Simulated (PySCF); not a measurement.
In(Cl)(OH)2 (ClH₂InO₂), SMILES [OH][In]([OH])[Cl]. The structure is a stationary point at PBE0-D3(BJ)/def2-SVP. The def2 effective core potentials stand for the cores of In; spin–orbit coupling is left out. The values are those of a single conformer.

Computed equilibrium geometry at PBE0-D3(BJ)/def2-SVP (PySCF confirms it by a frequency run) as a Z-matrix, and its point group (one conformer of several):
point group Cs.
```
In
O 1 1.9800
H 2 0.9655 1 110.71
O 1 1.9869 2 121.21 3 0.00
H 4 0.9651 1 111.39 2 180.00
Cl 1 2.3328 2 119.05 3 180.00
```
Charge 0, spin multiplicity 1.
